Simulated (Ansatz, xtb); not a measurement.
Cl3FSi2: where a starting geometry ends

The starting geometry of this gas-phase singlet has its atoms placed at random.

```csv
atom,x (Å),y (Å),z (Å)
Cl,0.3361,1.0198,-0.8641
Cl,-0.9131,-0.4480,-1.2805
Cl,-1.6885,-0.4088,0.3628
F,0.9075,1.0358,0.5371
Si,1.6217,-1.0952,0.4809
Si,0.0762,-2.0006,-0.7238
```

Q: Guess where an optimisation with r2SCAN-D4/def2-SVP ends from this start.

A: It ends as a structure with Cl1 bridging Si5 and Si6, Cl3 bridging Si5 and Si6, given below by its coordinates. Contacts that open: Cl1–Cl2 (1.97 → 3.37 Å), Cl1–F4 (1.51 → 3.01 Å), Cl2–Cl3 (1.82 → 3.37 Å), Si5–Si6 (2.16 → 3.52 Å). Contacts that close: Cl1–Si5 (2.82 → 2.40 Å), Cl1–Si6 (3.03 → 2.40 Å), Cl3–Si5 (3.38 → 2.40 Å), Cl3–Si6 (2.61 → 2.40 Å), F4–Si5 (2.25 → 1.63 Å).

The energy falls by 20.30 eV over 32 steps:

```
step  E − E(last) (eV)
   1            20.299
   4            10.662
   8             4.971
  11             1.296
  15             0.281
  18             0.076
  22             0.007
  25             0.001
  29             0.000
  32             0.000
```

Final geometry (Å):

```csv
atom,x (Å),y (Å),z (Å)
Cl,1.3286,0.0545,-1.2958
Cl,-1.9355,-0.4054,-2.0014
Cl,-0.5544,-1.3763,0.9159
F,0.4875,1.4255,1.2454
Si,1.3598,0.0593,1.1047
Si,-0.3460,-1.6546,-1.4565
```

From the same start GFN2-xTB ends elsewhere, at `F[Si](Cl)(Cl)[Si]Cl`.

From so rough a start the end depends on the optimiser's path, so another program may land elsewhere. The end wasn't checked by frequencies. Run with Ansatz 0.2.0, 100 s on 2 threads of AMD EPYC 7R43 64-Core Processor (Zen 3) (shared host).
